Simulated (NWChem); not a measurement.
All runs are NWChem calculations. System: H$_{2}$GeO, charge 0, spin multiplicity 1, at a geometry optimised with PBE0/def2-SVP. The structure started from a generated list of species. Level: G0W0@PBE0/def2-QZVP, RI basis def2-qzvp-rifit.

Output (cleaned and shortened):

```
             Northwest Computational Chemistry Package (NWChem) 7.3.0
             --------------------------------------------------------

                                NWChem Input Module
                                -------------------

 Scaling coordinates for geometry "geometry" by  1.889725989
 (inverse scale =  0.529177249)

 Turning off AUTOSYM since
 SYMMETRY directive was detected!

                             Geometry "geometry" -> ""
                             -------------------------

 Output coordinates in angstroms (scale by  1.889725989 to convert to a.u.)

  No.       Tag          Charge          X              Y              Z
 ---- ---------------- ---------- -------------- -------------- --------------
    1 Ge                  32.0000     0.24310400     0.30877600     0.00000000
    2 H                    1.0000     1.46676400    -0.75415000     0.00000000
    3 O                    8.0000    -1.06082000    -0.91233000     0.00000000
    4 H                    1.0000    -0.75954000    -1.82803600     0.00000000

 Effective nuclear repulsion energy (a.u.)      99.7314835142

            Nuclear Dipole moment (a.u.)
            ----------------------------
        X                 Y               Z
 ---------------- ---------------- ----------------
    -0.0000151178     0.0000113384     0.0000000000

      Symmetry information
      --------------------

 Group name             Cs
 Group number              2
 Group order               2
 No. of unique centers     4

      Symmetry unique atoms

     1    2    3    4


 Summary of "ao basis" -> "" (spherical)
 ------------------------------------------------------------------------------
       Tag                 Description            Shells   Functions and Types
 ---------------- ------------------------------  ------  ---------------------
 *                         def2-qzvp                  on all atoms

 new library libraries.bse/

 Summary of "ri basis" -> "" (spherical)
 ------------------------------------------------------------------------------
       Tag                 Description            Shells   Functions and Types
 ---------------- ------------------------------  ------  ---------------------
 *                      def2-qzvp-rifit               on all atoms

                                 NWChem DFT Module
                                 -----------------

 Summary of "ao basis" -> "ao basis" (spherical)
[...]
  ----- ------------  ---------------      ----- ------------  ---------------
    79      1.793018  2 H  s                 31      1.321340  1 Ge py
    11     -1.191154  1 Ge s                166      0.799849  4 H  s
    10     -0.542009  1 Ge s                123      0.334383  3 O  py
   112      0.268604  3 O  s                 78     -0.225092  2 H  s
    28      0.161340  1 Ge py                 7      0.156520  1 Ge s

 center of mass
 --------------
 x =   0.03526820 y =   0.11573374 z =   0.00000000

 moments of inertia (a.u.)
 ------------------
          85.553578465846         -75.736992424820           0.000000000000
         -75.736992424820          89.583983332018           0.000000000000
           0.000000000000           0.000000000000         175.137561797864

     Multipole analysis of the density
     ---------------------------------

     L   x y z        total         alpha         beta         nuclear
     -   - - -        -----         -----         ----         -------
     0   0 0 0      0.000000    -21.000000    -21.000000     42.000000

     1   1 0 0      0.387884      0.193949      0.193949     -0.000015
     1   0 1 0     -0.260489     -0.130250     -0.130250      0.000011
     1   0 0 1      0.000000      0.000000      0.000000      0.000000

     2   2 0 0    -20.395775    -34.520756    -34.520756     48.645738
     2   1 1 0      0.515664    -18.359768    -18.359768     37.235200
     2   1 0 1      0.000000      0.000000      0.000000      0.000000
     2   0 2 0    -16.629407    -32.633990    -32.633990     48.638574
     2   0 1 1      0.000000      0.000000      0.000000      0.000000
     2   0 0 2    -16.377410     -8.188705     -8.188705      0.000000

 Task  times  cpu:      154.9s     wall:      154.9s

                                NWChem Input Module
                                -------------------

                                 NWChem GW Module
                                 ----------------

                             ***********************
                             ***        GW       ***
                             ***********************

 Summary of "ri basis" -> "ri basis" (spherical)
 ------------------------------------------------------------------------------
       Tag                 Description            Shells   Functions and Types
 ---------------- ------------------------------  ------  ---------------------
 Ge                     def2-qzvp-rifit             58      298   13s12p11d9f7g5h1i
 H                      def2-qzvp-rifit             16       56   6s4p3d2f1g
 O                      def2-qzvp-rifit             33      141   9s8p7d5f3g1h

                 Memory Information
                 ------------------
          Available GA per process is          1699.7 MBs
          Available stack per process is        700.0 MBs
          Available heap per process is           0.0 MBs

          Peak memory in Initialization
              Peak GA per process is                 21.2 MBs
              Peak stack per process is               0.5 MBs
              Peak heap per process is               22.2 MBs
              Memory not in MA per process            0.0 MBs

          Peak memory in CDGW Calculation
              Peak GA per process is                 26.1 MBs
              Peak stack per process is               4.6 MBs
              Peak heap per process is                4.5 MBs
              Memory not in MA per process            0.0 MBs

          Computing 2-center integrals
          Computing Inverse Cholesky factor
          Computing 3-center integrals
          Computing Vxc

          Computing Sigma_x
          Computing W(iw) on the imaginary grid
          Solving quasiparticle equations

                  Alpha Orbitals
          State     Energy (eV)     Error (eV)
          -----------------------------------
@GW        18        -14.837           0.004
@GW        19        -11.736           0.004
@GW        20        -11.824           0.002
@GW        21         -9.451           0.002
@GW        22         -0.312           0.001
@GW        23          1.646           0.004

     GW Timing Statistics
   ------------------------
   Init.   :          0.8s
     ERIs  :         10.1s
     Distr.:          0.1s
     Vxc   :         17.2s
   Vmo     :          0.0s
   iW      :          9.5s
   I_n     :          0.0s
   R_n     :          1.4s
   GW total:         39.1s

 Task  times  cpu:       39.1s     wall:       39.1s

 Total times  cpu:      194.1s     wall:      194.1s
```

Problem. Write an NWChem input that would produce this output.

Solution. Several could match; the one computed here: 
```
start mol
memory heap 200 mb stack 700 mb global 1700 mb
geometry units angstroms nocenter noautoz
  Ge     0.243104     0.308776     0.000000
  H      1.466764    -0.754150     0.000000
  O     -1.060820    -0.912330     0.000000
  H     -0.759540    -1.828036     0.000000
  symmetry group Cs
end
basis spherical
  * library def2-qzvp
end
basis "ri basis" bse spherical
  * library def2-qzvp-rifit
end
dft
  xc pbe0
  iterations 100
  direct
  tolerances tight
end
task dft energy
gw
  method cdgw
  states alpha occ 4 vir 2
end
task dft gw
```
